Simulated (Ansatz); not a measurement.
`O[SiH](O)[AlH2]` + H–F → `O[SiH](F)[AlH2]` + H₂O at 400 K and 1 bar (ligand exchange at the Si–O bond).

Program: Ansatz. Geometries: PBE0-D4/def2-TZVP. ΔE: electronic, gas phase. CCSD(T)/CBS adds triple-zeta CCSD(T) − MP2 to the extrapolated MP2 energy (def2 sets, frozen cores). This one scheme is used for every species. Each species was taken in one conformer, which may not be the lowest.

```json
{"species": "`O[SiH](O)[AlH2]`", "CCSD(T)/CBS energy (Eh)": "-684.51867", "H − E (kJ/mol)": "168.0", "S (J/(mol·K))": "390.5"}
{"species": "H–F", "CCSD(T)/CBS energy (Eh)": "-100.39570", "H − E (kJ/mol)": "36.5", "S (J/(mol·K))": "182.2"}
{"species": "`O[SiH](F)[AlH2]`", "CCSD(T)/CBS energy (Eh)": "-708.55508", "H − E (kJ/mol)": "135.4", "S (J/(mol·K))": "378.2"}
{"species": "H₂O", "CCSD(T)/CBS energy (Eh)": "-76.37941", "H − E (kJ/mol)": "69.8", "S (J/(mol·K))": "198.6"}
```

H − E and S are ideal-gas, rigid-rotor, harmonic terms from PBE0-D4/def2-TZVP, for one conformer and one mirror image of each species. 1 Eh = 2625.50 kJ/mol, R = 8.31446 J/(mol·K).

Problem. By hand: ΔE, ΔH, ΔS and ΔG.

Solution. ΔE = (-708.55508) + (-76.37941) − (-684.51867) − (-100.39570) = -0.02012 Eh = -52.8 kJ/mol. Δ(H − E) = 135.4 + 69.8 − 168.0 − 36.5 = 0.7, so ΔH = -52.1 kJ/mol. ΔS = 378.2 + 198.6 − 390.5 − 182.2 = 4.1 J/(mol·K). ΔG = -52.1 − 400 × (4.1)/1000 = -53.7 kJ/mol.

Problem. By hand: the equilibrium constant, and the temperature at which ΔG would vanish if ΔH and ΔS stayed fixed.

Solution. log₁₀ K = −ΔG/(RT ln 10) = 7.0. ΔH and −TΔS have one sign here, so there is no such temperature.

The number of gas molecules stays the same, so ΔS is small and ΔH decides. A doubt of 5 kJ/mol in ΔE shifts log₁₀ K by 0.7 here. Other conformers and mirror images would add mixing entropy, several J/(mol·K) or more a flexible species. Modes under 60 cm⁻¹, often nearly free rotors, make the harmonic entropy too high. These are equilibria of isolated gas molecules and say nothing of rates. Largest T1 diagnostic: 0.013 (customary marks: 0.02 for closed shells, 0.045 for open ones).

ΔS is within the doubt of such terms, so its sign, and with it that verdict, could turn.
